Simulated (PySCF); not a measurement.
Compounds:

A. `CC/N=C/C=C1C=C1`
B. `CC1=C[C@H](C)N[SiH2]1`
C. `InChI=1S/C4H7F3Si2/c1-2-3(5)8-9(2)4(6)7/h4,9H,8H2,1H3/t9-/m0/s1`

Spectrum 1. 1H NMR (300 MHz, computed): δ 6.68 (d, 1H), 5.48 (m, 1H), 5.34 (m, 1H), 4.32 (m, 1H), 2.13 (s, 3H), 1.07 (d, 3H), -0.09 (br s, 1H). 13C{1H} NMR (computed): δ 155.0 (CH), 141.6 (C), 64.0 (CH), 28.3 (CH3), 21.4 (CH3).

Spectrum 2. 1H NMR (300 MHz, computed): δ 8.59 (m, 1H), 8.45 (m, 1H), 8.31 (d, 1H), 5.73 (d, 1H), 3.45 (q, 2H), 1.39 (t, 3H). 13C{1H} NMR (computed): δ 164.9 (CH), 145.5 (CH), 145.2 (CH), 128.0 (C), 93.5 (CH), 52.2 (CH2), 20.5 (CH3).

Spectrum 3. 1H NMR (300 MHz, computed): δ 6.61 (m, 1H), 4.99 (m, 1H), 4.81 (m, 1H), 4.74 (m, 1H), 2.11 (s, 3H). 13C{1H} NMR (computed): δ 182.0 (C), 150.6 (C), 127.0 (CH), 15.6 (CH3).

Calculated, not measured (PySCF): GIAO PBE0/pcSseg-1 shieldings, GFN2-xTB geometry. Single conformer, no solvent, no relativistic terms, averaged over atoms made equivalent by symmetry, fast rotation or ring inversion.

Chemical shifts δ = σref − σ; 1H (31.72 ppm) and 13C (186.93 ppm) against TMS, all at this level. Splittings of carbon signals by F and P are missing where no couplings were computed. Where no couplings were computed, multiplicities follow the n + 1 count of equivalent neighbours, and m marks all less simple cases (inequivalent or close neighbours, rings, F or P nearby). Shifts are as computed. Against solution values, carbons near 30 ppm lie about +3 ppm off and those near 130 ppm about +5 ppm. Of 1309 compounds with measured shifts, 239 miss one by over three times the rms of a fit or turn the order of signals round; such compounds aren't used in these exercises. OH and NH positions are gas-phase values without hydrogen bonding to other molecules.

Match each spectrum to its structure.

Results:

1–B, 2–A, 3–C.

- Spectrum 1 (B): 5 13C signals; δC 155.0 is an alkene CH; δC 141.6 is a fully substituted alkene carbon.
- Spectrum 2 (A): 7 13C signals; δC 145.5 is an alkene CH; δC 145.2 is an alkene CH.
- Spectrum 3 (C): 4 13C signals; δC 150.6 is a fully substituted alkene carbon; δC 127.0 is an sp3 CH bonded to 2 F and Si.
